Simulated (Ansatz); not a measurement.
`N[CH]([AsH2])[InH2]` + H₂O → `O[AsH2]` + `N[CH2][InH2]` at 700 K and 1 bar (formal hydrolysis of the As–C bond).

Computed with Ansatz on PBE0-D4/def2-TZVP structures; ΔE is electronic, products minus reactants. CCSD(T)/CBS is the MP2 limit (def2-TZVPP, def2-QZVPP) plus CCSD(T) − MP2 in def2-TZVPP, frozen cores. This one scheme is used for every species. def2 core potentials past Kr. For As, In outer-core shells are correlated without core-valence functions, which leaves a few kJ/mol of doubt a bond. Scalar relativity is left out up to krypton. One conformer a species, not always the lowest.

```csv
species,CCSD(T)/CBS energy (Eh),H − E (kJ/mol),S (J/(mol·K))
`N[CH]([AsH2])[InH2]`,-2521.72764,273.0,513.5
H₂O,-76.37941,80.5,218.4
`O[AsH2]`,-2311.97217,115.9,321.3
`N[CH2][InH2]`,-286.12674,235.5,420.6
```

H − E and S are ideal-gas, rigid-rotor, harmonic terms from PBE0-D4/def2-TZVP, for one conformer and one mirror image of each species. 1 Eh = 2625.50 kJ/mol, R = 8.31446 J/(mol·K).

By hand: ΔE, ΔH, ΔS and ΔG.

ΔE = (-2311.97217) + (-286.12674) − (-2521.72764) − (-76.37941) = 0.00814 Eh = 21.4 kJ/mol. Δ(H − E) = 115.9 + 235.5 − 273.0 − 80.5 = -2.1, so ΔH = 19.3 kJ/mol. ΔS = 321.3 + 420.6 − 513.5 − 218.4 = 10.0 J/(mol·K). ΔG = 19.3 − 700 × (10.0)/1000 = 12.3 kJ/mol.

By hand: the equilibrium constant, and the temperature at which ΔG would vanish if ΔH and ΔS stayed fixed.

log₁₀ K = −ΔG/(RT ln 10) = -0.9. ΔG = 0 at ΔH/ΔS = 1930 K, though so small a ΔS makes that figure unsure.

TΔS isn't small against ΔH here. A doubt of 5 kJ/mol in ΔE shifts log₁₀ K by 0.4 here. Other conformers and mirror images would add mixing entropy, several J/(mol·K) or more a flexible species. These are equilibria of isolated gas molecules and say nothing of rates. Largest T1 diagnostic: 0.013 (customary marks: 0.02 for closed shells, 0.045 for open ones).
